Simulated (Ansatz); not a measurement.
`C#C[SiH2]C(=O)O` + H₂Se → `O=C(O)[SeH]` + `C#C[SiH3]`  (substitution at a C–Si bond)

Program: Ansatz. Geometries: PBE0-D4/def2-TZVP. ΔE: electronic, gas phase. CCSD(T)/CBS adds triple-zeta CCSD(T) − MP2 to the extrapolated MP2 energy (def2 sets, frozen cores). Functionals use def2-TZVPP. B3LYP here is the variant with VWN-RPA as its local correlation; programs differ in this. For Se outer-core shells are correlated without core-valence functions, which leaves a few kJ/mol of doubt a bond. Scalar relativity is left out up to krypton. One conformer a species, not always the lowest.

`C#C[SiH2]C(=O)O`:

Cartesian coordinates in Å:
```
C 1.799 -1.215 1.554
C 1.312 -0.640 0.613
Si 0.574 0.226 -0.802
C -1.292 0.602 -0.545
O -1.926 1.173 -1.393
O -1.827 0.195 0.614
H 2.227 -1.723 2.388
H 1.234 1.535 -1.009
H 0.663 -0.606 -2.022
H -2.764 0.452 0.601
```

H₂Se:

Cartesian coordinates in Å:
```
Se 0.189 0.545 -0.368
H -0.690 -0.603 -0.613
H 0.501 0.058 0.980
```

`O=C(O)[SeH]`:

Z-matrix (Å, degrees):
```
C
O 1 1.339
Se 1 1.921 2 108.4
O 1 1.192 2 125.1 3 180.0
H 2 0.969 1 106.8 3 -180.0
H 3 1.466 1 91.4 2 -180.0
```

`C#C[SiH3]`:

Cartesian coordinates in Å:
```
C -0.262 -1.453 1.290
C -0.101 -0.560 0.497
Si 0.143 0.792 -0.703
H -0.405 -2.244 1.991
H -0.951 1.782 -0.554
H 1.448 1.447 -0.444
H 0.128 0.235 -2.077
```

Task: Is it downhill or uphill in electronic energy at CCSD(T)/CBS, and by how much? (Estimate.)

Result: Ansatz gave: Uphill: ΔE = +0.10 eV.

Task: What do these levels give: B97M-V, CAM-B3LYP-D4, PBE-QIDH, PBE, revPBE, B3LYP, r2SCAN0, BHLYP, CAM-B3LYP, CCSD/def2-SVP, MP2/def2-TZVPP, SCS-MP2/def2-TZVPP? (An estimate is asked.)

Result: The calculation gave: B97M-V 0.02, CAM-B3LYP-D4 0.09, PBE-QIDH 0.04, PBE 0.01, revPBE 0.01, B3LYP 0.05, r2SCAN0 0.03, BHLYP 0.07, CAM-B3LYP 0.08, CCSD/def2-SVP 0.11, MP2/def2-TZVPP 0.03, SCS-MP2/def2-TZVPP 0.04 eV.

Task: What do rigid-rotor, harmonic-oscillator terms from PBE0-D4/def2-TZVP frequencies (298.15 K, 1 bar) make of the CCSD(T)/CBS value? (An estimate is asked.)

Result: Ansatz gave: ΔZPE = +0.05 eV, ΔH = +0.12 eV, ΔS = -13 J/(mol·K), ΔG = +0.16 eV. Modes under 50 cm⁻¹ make the entropy rough.

Largest T1 diagnostic among the species: 0.016.

From BLYP to BHLYP (50 % exact exchange), in def2-TZVPP and without D4, ΔE moves by +0.05 eV. Leaving LDA and LC-ωPBE aside and taking each functional with its dispersion term where it has one, the values, not all of them listed here, spread over 0.09 eV, from revPBE-D4 to ωB97M-V.
